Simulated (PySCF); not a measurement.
C2Hf, neutral, multiplicity 1. Atoms are numbered in the order given.

```xyz
3

Hf     0.0000     0.0000     0.2860
C      0.0000     0.6307    -1.7163
C      0.0000    -0.6307    -1.7163
```

The structure is a stationary point at PBE0-D3(BJ)/def2-TZVP. The geometry has at least one imaginary mode, so it is a saddle point at that level. The multiplicity is an assumed one; other spin states were not compared. The def2 effective core potentials stand for the cores of Hf; spin–orbit coupling is left out.

The numbers are results of PBE0/def2-TZVPD (PySCF), not measurements.

Symmetry labels are those of the subgroup C2v that the program uses (full group C2v).

Computed valence orbital energies around the gap with their symmetry:
```csv
orbital,symmetry,energy (eV)
HOMO−7,A1,-38.25
HOMO−6,B1,-37.99
HOMO−5,A1,-21.29
HOMO−4,B2,-11.05
HOMO−3,A1,-9.61
HOMO−2,B1,-9.00
HOMO−1,A1,-7.87
HOMO,A1,-5.53
LUMO,B2,-3.22
LUMO+1,A2,-3.13
LUMO+2,A1,-2.84
LUMO+3,B1,-2.30
```
